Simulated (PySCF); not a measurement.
A structure optimised at B3LYP-D3(BJ)/def2-SVP, used in a PySCF frequency run:

```
Si
N 1 1.7497
H 2 1.0162 1 119.56
H 2 1.0180 3 110.51 1 -138.87
N 1 1.7497 2 106.99 3 -149.20
H 5 1.0162 1 119.56 2 96.41
H 5 1.0180 6 110.51 1 -138.87
N 1 1.7497 2 106.99 3 96.41
H 8 1.0162 1 119.56 2 -149.20
H 8 1.0180 9 110.51 1 -138.87
```
Charge 0, spin multiplicity 2.

### Question
Write its SMILES, formula and point group.

### Answer
N[Si](N)N, H6N3Si, C3

### Question
What are its rotational constants (standard atomic weights)?

### Answer
6.3263, 6.3263, 3.5618 GHz
